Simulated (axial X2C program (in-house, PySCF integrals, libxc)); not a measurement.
Worked dissociation energy of AsF: CCSD(T), 2c

Computed with an in-house relativistic program for diatomic molecules. Two-component (2c) means X2C with spin–orbit coupling and atomic mean-field two-electron Coulomb and Gaunt terms. Basis: As dyall-cv3z [9s9p6d4f1g], F dyall-av3z [7s6p3d2f] (cores contracted in-house); Gaussian nuclei, density fitting, unrestricted open shells. Masses: As 74.922 u, F 18.998 u.

Molecular state: Ω = 1 (⟨Sz⟩ = 1.00, ⟨Lz⟩ = 0.00 at HF).

Correlated methods: 12 electrons correlated (number of frozen shells: As 3 s, 2 p, 1 d; F 1 s), 230 virtual spin orbitals or spinors in MP2, 90 natural virtuals in coupled cluster.

- E(As) (2M_J = 3): -2258.434477 hartree
- E(F) (2M_J = 3): -99.724198 hartree
- E(AsF) at Re: -2358.306483 hartree
- ωe: 674.5 cm⁻¹
- ωexe: 2.96 cm⁻¹

(1) Work out De and D0.

The state is a single determinant with fixed occupations, the lowest that a limited PBE0 search found. Dissociation energies refer to the lowest single-determinant-based atoms at the same level and basis. Coupled cluster ran in a truncated set of natural virtual spinors; the MP2 energy of the rest was added. (T) has no such correction and the atoms are truncated less, which lowers De at CCSD(T) by a hundredth of an eV or more. Other states lie close and PBE0, whose exact exchange favours high spin, may order them wrongly; the determinant shown need not be the ground state. The nearest other 2c determinant of the search, Ω = 0, lies 0.79 eV up at the distance of the search. With several unpaired electrons one determinant need not be a pure state. Open-shell Ω = 0 determinants with evenly filled partner blocks cannot be reached by this program, so the Ω shown need not be the lowest component. This is the Ω = 1 component of a π² triplet; the 0⁺ component is not one determinant and can lie lowest.

Each atomic determinant is the lowest at this level and need not be a pure J level. Totals compare only within one Hamiltonian and basis.

Answers

(1) De = -2258.434477 + (-99.724198) − (-2358.306483) = 0.14781 hartree = 4.022 eV. The zero-point energy is ωe/2 − ωexe/4 = 336 cm⁻¹ = 0.042 eV, so D0 = 3.980 eV.
